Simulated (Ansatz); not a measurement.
Ansatz (a program for electronic structure) input:

Ansatz 0.2 input:
```yaml
crystal:
  periodic: [false, false, false]
  atoms:
    - {symbol: Se, position_ang: [0.03251397, -0.01627169, 0.34068713]}
    - {symbol: Br, position_ang: [1.12402019, -2.26001461, -0.38257515]}
    - {symbol: Br, position_ang: [-1.15560518, 2.27582139, 0.05162194]}
basis:
  gaussian:
    orbitals: def2-TZVP
hamiltonian:
  xc: b3lyp
  dispersion: d3bj
total_charge: -1
magnetization: {spin_polarized: true, initial_magnetization: 1}
phonons: {temperatures: {t_min: 298.15, t_max: 298.15, t_step: 100}}
```

Task: Predict the final energy.

Result: -7550.07941 Eh (B3LYP-D3(BJ)/def2-TZVP). The basis has 144 functions.
